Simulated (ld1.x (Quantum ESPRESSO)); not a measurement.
# Reading a pseudo-wave (vanadium)

Columns: radius, all-electron u(r) and pseudo u(r) of the 3s shell (level -73.69 eV) of vanadium in the configuration [Ne] 3s2 3p6 3d3 4s1.5 4p0; Wu–Cohen, scalar-relativistic, PAW scheme, ld1.x (Quantum ESPRESSO) 7.5.

```csv
r (bohr),all-electron,pseudo
0.108,-0.1798,0.3254
0.215,-0.6029,0.6246
0.322,-0.2854,0.8806
0.430,0.2546,1.0794
0.538,0.7114,1.2096
0.645,0.9969,1.2692
0.752,1.1263,1.2650
0.860,1.1396,1.2071
0.968,1.0782,1.1102
1.075,0.9774,0.9916
1.182,0.8601,0.8649
1.290,0.7396,0.7404
1.398,0.6257,0.6257
1.505,0.5236,0.5236
1.612,0.4340,0.4340
1.720,0.3563,0.3563
1.828,0.2906,0.2906
1.935,0.2364,0.2364
2.042,0.1914,0.1914
2.150,0.1542,0.1542
2.258,0.1239,0.1239
2.365,0.0995,0.0995
2.472,0.0798,0.0798
2.580,0.0637,0.0637
2.688,0.0507,0.0507
2.795,0.0405,0.0405
```

Q: How many radial nodes do the two functions have?

A: The all-electron 3s function has n − l − 1 = 2 (the table is too coarse to show those close to the nucleus); the pseudo-wave has 0, since the states of the same l below it are removed with the core.

Q: At about which radius was the pseudo-wave matched?

A: 1.40 bohr, where the columns begin to agree (steps of 0.11 bohr).

Q: Where does each function peak?

A: Outermost all-electron maximum near 0.86 bohr, pseudo maximum near 0.65 bohr (to the table’s step).

Q: Is the pseudo-wave norm-conserving?

A: No, it belongs to a PAW set: the norm inside the radius is not constrained, and the difference is carried by the augmentation charge.
